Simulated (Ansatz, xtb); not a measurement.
## Ligand exchange: HF + GaH(CH3)(SH) → H2S + GaH(CH3)F

Gas-phase species: HF (hydrogen fluoride), singlet; GaH(CH3)(SH), singlet; H2S (hydrogen sulfide) `S`, singlet; GaH(CH3)F, singlet. The partners trade F for SH: H–F and Ga–SH bonds give way to H–SH and Ga–F.

Shapes, held fixed at every level: PBE0-D4/def2-TZVP. Flexible molecules stand in one conformer, not always the lowest. Programs: Ansatz 0.2.0, xtb 6.7.1. Electronic energies: no zero-point or thermal term.

(1) Estimate ΔE of this reaction.

Answers

(1) The highest level, CCSD(T)/def2-TZVPP, gives ΔE = +0.3 kJ/mol; the levels span -138.7 to +0.3. That is about zero within the method's error. They disagree on the sign: 1 of 9 are positive. GFN2-xTB strays far from the other rows. The column of differences is taken from that level and isn't an error. No measured value is set beside it here. Relativity is left out for Ga. Outer-core shells of Ga are correlated, in sets that cover them unevenly. CCSD(T)/def2-TZVPP lies outside the range of the other correlated levels here, so it shouldn't be taken on trust.

```csv
level,kind,ΔE (kJ/mol),less CCSD(T)/def2-TZVPP
GFN2-xTB,semi-empirical,-138.7,-139.0
HF/def2-TZVPP,Hartree–Fock,-14.4,-14.7
r2SCAN-D4/def2-TZVPP,meta-GGA,-2.8,-3.1
wB97M-V/def2-TZVPP,range-separated hybrid,-4.4,-4.7
wB97X-V/def2-TZVPP,range-separated hybrid,-8.4,-8.7
B2PLYP/def2-TZVPP,double hybrid,-7.6,-7.9
MP2/def2-SVP,perturbation theory,-13.9,-14.2
CCSD(T)/def2-SVP,coupled cluster or CI,-15.9,-16.2
CCSD(T)/def2-TZVPP,coupled cluster or CI,+0.3,0.0
```
